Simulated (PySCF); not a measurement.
**Electron correlation in Co (cobalt, neutral)**

[Ar] 3d8 4s1, high-spin 4F determinant (an excited configuration). Calculation: PySCF 2.14, in aug-cc-pVDZ (7s6p4d2f, 59 functions); no relativity, point nucleus. Frozen: [Ar]; 9 electrons correlated.

```json
{"level": "CCSD", "correlation energy (mhartree)": "-256.30"}
{"level": "(T)", "correlation energy (mhartree)": "-10.08"}
{"level": "CCSD(T)", "correlation energy (mhartree)": "-266.38"}
```

Diagnostics: T1 = 0.028, D1 = 0.0665, largest double amplitude 0.029.

Cost of the coupled-cluster step: of the order of 5 core-seconds, for 9 correlated electrons.

Iterations:

```
CC2 = 0
CCSD nocc = (np.int64(6), np.int64(3)), nmo = (50, 50)
frozen orbitals [[0, 1, 2, 3, 4, 5, 6, 7, 8], [0, 1, 2, 3, 4, 5, 6, 7, 8]]
max_cycle = 100
direct = 0
conv_tol = 1e-08
conv_tol_normt = 1e-06
diis_space = 8
diis_start_cycle = 0
Init t2, MP2 energy = -0.274069644412168
Init E_corr(UCCSD) = -0.274069644431828
cycle = 1  E_corr(UCCSD) = -0.242767733762052  dE = 0.0313019107  norm(t1,t2) = 0.117749
cycle = 2  E_corr(UCCSD) = -0.258216442969807  dE = -0.0154487092  norm(t1,t2) = 0.0560344
cycle = 3  E_corr(UCCSD) = -0.254997194380892  dE = 0.00321924859  norm(t1,t2) = 0.0415995
cycle = 4  E_corr(UCCSD) = -0.255746940885958  dE = -0.000749746505  norm(t1,t2) = 0.0115335
cycle = 5  E_corr(UCCSD) = -0.256182287182914  dE = -0.000435346297  norm(t1,t2) = 0.00498111
cycle = 6  E_corr(UCCSD) = -0.256311794935836  dE = -0.000129507753  norm(t1,t2) = 0.00156001
cycle = 7  E_corr(UCCSD) = -0.256279999778762  dE = 3.17951571e-05  norm(t1,t2) = 0.000757017
cycle = 8  E_corr(UCCSD) = -0.256281783514374  dE = -1.78373561e-06  norm(t1,t2) = 0.000355133
cycle = 9  E_corr(UCCSD) = -0.256298314204056  dE = -1.65306897e-05  norm(t1,t2) = 0.000170631
cycle = 10  E_corr(UCCSD) = -0.256299327959353  dE = -1.0137553e-06  norm(t1,t2) = 8.87369e-05
cycle = 11  E_corr(UCCSD) = -0.256296838237504  dE = 2.48972185e-06  norm(t1,t2) = 4.28649e-05
cycle = 12  E_corr(UCCSD) = -0.256297286764244  dE = -4.4852674e-07  norm(t1,t2) = 1.85579e-05
cycle = 13  E_corr(UCCSD) = -0.256297342820606  dE = -5.60563616e-08  norm(t1,t2) = 7.6582e-06
cycle = 14  E_corr(UCCSD) = -0.256297179369435  dE = 1.6345117e-07  norm(t1,t2) = 3.42475e-06
cycle = 15  E_corr(UCCSD) = -0.256297231369963  dE = -5.20005278e-08  norm(t1,t2) = 1.98348e-06
cycle = 16  E_corr(UCCSD) = -0.256297222058684  dE = 9.31127858e-09  norm(t1,t2) = 6.90692e-07
UCCSD converged
E(UCCSD) = -1381.61984160027  E_corr = -0.2562972220586844
UCCSD(T) correction = -0.0100806845851556
```
